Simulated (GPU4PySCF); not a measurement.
C₁₀H₁₆S, SMILES c1cscc1CCCCCC.

Coordinates come from a PBE0-D3(BJ)/def2-TZVP optimisation. One conformer was computed; it need not be the lowest.

All values below come from PBE/def2-TZVPD in GPU4PySCF.

Gas-phase values at a fixed geometry.

Computed frontier levels, gap, dipole moment and polarisability:
highest occupied level: -5.65 eV
lowest empty level: -1.13 eV
orbital gap: 4.52 eV
dipole moment: 1.04 D
quadrupole, principal values (traceless, Buckingham form, about the centre of nuclear charge): -3.89, -2.40, 6.29 D·Å
mean static polarisability: 144.7 bohr³ (21.45 Å³)
polarisability, principal values: 106.5, 138.1, 189.6 bohr³
